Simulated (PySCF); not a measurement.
Correlation energy of In (indium, neutral)

[Kr] 4d10 5s1 5p2, high-spin 4P determinant (an excited configuration). All numbers are calculated (PySCF 2.14, scalar relativity by spin-free X2C-1e, in ANO-RCC-VTZP (7s6p4d2f1g, 68 functions)). Frozen: [Ar] 3d10; 21 electrons correlated.

```tsv
level	correlation energy (mhartree)
CCSD	-610.40
(T)	-13.07
CCSD(T)	-623.47
```

Diagnostics: T1 = 0.0086, D1 = 0.0379, largest double amplitude 0.047.

Cost of the coupled-cluster step: roughly 26 core-seconds, for 21 correlated electrons.

Iterations:

```
CC2 = 0
CCSD nocc = (np.int64(12), np.int64(9)), nmo = (54, 54)
frozen orbitals [[0, 1, 2, 3, 4, 5, 6, 7, 8, 9, 10, 11, 12, 13], [0, 1, 2, 3, 4, 5, 6, 7, 8, 9, 10, 11, 12, 13]]
max_cycle = 100
direct = 0
conv_tol = 1e-08
conv_tol_normt = 1e-06
diis_space = 8
diis_start_cycle = 0
Init t2, MP2 energy = -0.638423582834965
Init E_corr(UCCSD) = -0.638423582836186
cycle = 1  E_corr(UCCSD) = -0.598328665809084  dE = 0.040094917  norm(t1,t2) = 0.0615575
cycle = 2  E_corr(UCCSD) = -0.610788882876878  dE = -0.0124602171  norm(t1,t2) = 0.0152111
cycle = 3  E_corr(UCCSD) = -0.609840678103882  dE = 0.000948204773  norm(t1,t2) = 0.00650572
cycle = 4  E_corr(UCCSD) = -0.61034270740571  dE = -0.000502029302  norm(t1,t2) = 0.00245893
cycle = 5  E_corr(UCCSD) = -0.61042232756218  dE = -7.96201565e-05  norm(t1,t2) = 0.000316988
cycle = 6  E_corr(UCCSD) = -0.610389290859083  dE = 3.30367031e-05  norm(t1,t2) = 0.000126273
cycle = 7  E_corr(UCCSD) = -0.610394852750948  dE = -5.56189186e-06  norm(t1,t2) = 2.64497e-05
cycle = 8  E_corr(UCCSD) = -0.610395480798781  dE = -6.28047834e-07  norm(t1,t2) = 5.5928e-06
cycle = 9  E_corr(UCCSD) = -0.610395183458963  dE = 2.97339818e-07  norm(t1,t2) = 2.67207e-06
cycle = 10  E_corr(UCCSD) = -0.610395142271993  dE = 4.11869698e-08  norm(t1,t2) = 8.4154e-07
cycle = 11  E_corr(UCCSD) = -0.610395173969569  dE = -3.1697576e-08  norm(t1,t2) = 2.92922e-07
cycle = 12  E_corr(UCCSD) = -0.61039517039929  dE = 3.57027907e-09  norm(t1,t2) = 3.95126e-08
UCCSD converged
E(UCCSD) = -5878.56022553498  E_corr = -0.61039517039929
UCCSD(T) correction = -0.0130719904227894
```
